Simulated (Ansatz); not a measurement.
Stepwise reaction of `C#[C][Ge]([Cl])([Cl])[C]#C` with hydrogen chloride, as a gas-phase model of exchange steps in deposition or etching. ΔE in kJ/mol; ΔG adds harmonic PBE0-D4 terms to CCSD(T)/CBS, at 1 bar.

Gas-phase electronic energies from Ansatz, PBE0-D4/def2-TZVP geometries. CCSD(T)/CBS adds triple-zeta CCSD(T) − MP2 to the extrapolated MP2 energy (def2 sets, frozen cores). This one scheme is used for every species. Functionals use def2-TZVPP. B3LYP here is the variant with VWN-RPA as its local correlation; programs differ in this. For Ge outer-core shells are correlated without core-valence functions, which leaves a few kJ/mol of doubt a bond. Scalar relativity is left out up to krypton.

```
step                                                                  reaction  PBE-D4  B3LYP-D4  ωB97M-V  CCSD(T)/CBS  ΔG(600 K)
   1  `C#[C][Ge]([Cl])([Cl])[C]#C` + HCl → `C#[C][Ge]([Cl])([Cl])[Cl]` + `C#C`   -55.6     -57.0    -56.9        -51.1      -40.1
```

Question: Give the row of step 2, `C#[C][Ge]([Cl])([Cl])[Cl]` + HCl → `[Cl][Ge]([Cl])([Cl])[Cl]` + `C#C`. (Estimate.)

Answer: The calculation gave: 
| step | reaction | PBE-D4 | B3LYP-D4 | ωB97M-V | CCSD(T)/CBS | ΔG(600 K) |
| --- | --- | --- | --- | --- | --- | --- |
| 2 | `C#[C][Ge]([Cl])([Cl])[Cl]` + HCl → `[Cl][Ge]([Cl])([Cl])[Cl]` + `C#C` | -53.7 | -55.1 | -54.5 | -48.8 | -32.8 |

Question: By hand: ΔE of the 2 steps together at CCSD(T)/CBS.

Answer: (-51.1) + (-48.8) = -99.9 kJ/mol, or -50.0 kJ/mol a step.

In ΔE the steps differ by no more than 2.3 kJ/mol. All are downhill at CCSD(T)/CBS. ΔG lies between -40.1 and -32.8 kJ/mol a step. PBE-D4 differs from CCSD(T)/CBS by -4.9 to -4.5 kJ/mol a step. Only this route is followed, and other bonds may react first. Isolated molecules leave out the surface, adducts and barriers. Largest T1 diagnostic: 0.013.
